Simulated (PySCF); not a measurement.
How methods differ on the excitation energy of Ga²⁺

Ga²⁺ [Ar] 3d10 4s1 (2S) → Ga²⁺ [Ar] 3d10 4d1 (2D), as a difference of total energies. Computed with PySCF 2.14 in aug-cc-pwCVTZ-PP with ECP10MDF (8s7p6d4f1g, 96 functions), with scalar relativity through the core potential. Correlated levels: valence and next inner shell: nothing frozen outside the core potential. The calculations carry no spin-orbit coupling.

| method | excitation energy (eV) |
| --- | --- |
| UHF | 17.006 |
| LDA | 18.286 |
| PBE | 17.702 |
| PBE0 | 17.577 |
| r2SCAN | 17.816 |
| r2SCANh | 17.780 |
| B97-3 | 17.437 |
| wB97X | 17.643 |
| MP2 (valence and next inner shell) | 17.943 |
| SCS-MP2 (valence and next inner shell) | 17.769 |

Problem. How much does correlation contribute at MP2 (valence and next inner shell)?

Solution. 17.943 − (17.006) = 0.937 eV, measured against UHF.

The promoted electron is Rydberg-like, and one or two diffuse shells describe it only roughly, which tends to raise the upper state.
